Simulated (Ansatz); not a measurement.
Gas-phase electronic energies from Ansatz, PBE0-D4/def2-TZVP geometries. CCSD(T)/CBS adds triple-zeta CCSD(T) − MP2 to the extrapolated MP2 energy (def2 sets, frozen cores). This one scheme is used for every species. One conformer a species, not always the lowest.

`CCOBS` + `NCBO` → `COBCN` + `COBS`  (substitution at a C–C bond)

| species | CCSD(T)/CBS(def2) energy (Eh) |
| --- | --- |
| `CCOBS` | -578.12989 |
| `NCBO` | -196.38081 |
| `COBCN` | -235.61566 |
| `COBS` | -538.86373 |

Work out ΔE.

ΔE = (-235.61566) + (-538.86373) − (-578.12989) − (-196.38081) = 0.03131 Eh = +19.6 kcal/mol.

Largest T1 diagnostic among the species: 0.013.

In def2-TZVPP, CCSD(T) changes the Hartree–Fock value by +4.5 kcal/mol (the triples alone add +0.6 kcal/mol) and MP2 by +5.8 kcal/mol.
